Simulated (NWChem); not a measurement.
Lowest excitation of H2O2Zn

SMILES: [OH][Zn][OH]
```xyz
5

Zn     0.0000     0.0000     0.0066
O      0.2139     1.7522    -0.0711
H     -0.4050     2.2528     0.4695
O     -0.2139    -1.7522    -0.0711
H      0.4050    -2.2528     0.4695
```
Charge 0, spin multiplicity 1.

All runs are NWChem calculations. All single points use one geometry, from PBE0/def2-SVP, a minimum by its harmonic frequencies. It is one conformer; others weren't searched.

Basis set: def2-SVP.

```csv
method,lowest vertical singlet excitation energy (eV),relative cost,difference from EOM-CCSD
TD-PBE,4.59,under 3,-1.37
TD-B3LYP,5.09,under 3,-0.87
CIS,7.26,under 3,+1.30
TD-LDA (SVWN5),4.67,1,-1.29
EOM-CCSD,5.96,under 3,0.00
```

The values span 2.66 eV, from TD-PBE (lowest) to CIS (highest). Relative cost: rough, from shared machines, SCF included, TD-LDA (SVWN5) = 1.

The correlated methods keep 11 core orbitals frozen. B3LYP has NWChem's definition, with VWN1-RPA local correlation. The structure started from a generated list of species. Coupled-cluster values serve here as a point of comparison, not as the truth.
